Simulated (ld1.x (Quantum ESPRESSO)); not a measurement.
**Configuration tests for Cr (TM)**

* Element: chromium
* Generator: ld1.x (Quantum ESPRESSO) 7.5
* Type: norm-conserving Troullier–Martins (Kleinman–Bylander form)
* Functional: PW91
* Relativity: fully relativistic
* Frozen core: [Ar]
* Valence charge: 6
* Reference configuration: 3d5 4s0 4p0 (charge +1)
* Partial waves: 4p (bound, empty): rc 3.35 bohr; 3d (bound): rc 2.00 bohr; 4s (bound, empty): rc 1.90 bohr
* Local potential: the s channel
* Core correction: a·sin(br)/r model core, default radius (core density twice the valence density)

Open shells are filled in proportion to 2j + 1 (rel_dist='average').

Energies are relative to the spin-unpolarised reference configuration 3d5 4s0 4p0; without spin polarisation the order of configurations can differ from experiment.

Q: Give the all-electron excitation energy and the error of the potential for: 3d5 4s1 4p0; 3d4 4s0 4p0; 3d3 4s0 4p0; 3d6 4s0 4p0; 3d5 4s0 4p1; 3d2 4s0 4p0; 3d5.5 4s0.5 4p0.

A:

| valence configuration | charge | ΔE all-electron (eV) | error AE − PS (meV) |
| --- | --- | --- | --- |
| 3d5 4s1 4p0 | 0 | -6.935 | -7.2 |
| 3d4 4s0 4p0 | +2 | 16.126 | -244 |
| 3d3 4s0 4p0 | +3 | 46.973 | -1208 |
| 3d6 4s0 4p0 | 0 | -5.218 | -46 |
| 3d5 4s0 4p1 | 0 | -3.794 | -5.4 |
| 3d2 4s0 4p0 | +4 | 95.454 | -2739 |
| 3d5.5 4s0.5 4p0 | 0 | -6.217 | -11 |

Levels in the configuration 3d5 4s1 4p0:

| level | all-electron (eV) | pseudo (eV) |
| --- | --- | --- |
| 3d j=3/2 | -3.017 | -3.044 |
| 3d j=5/2 | -2.939 | -2.966 |
| 4s j=1/2 | -4.048 | -4.035 |
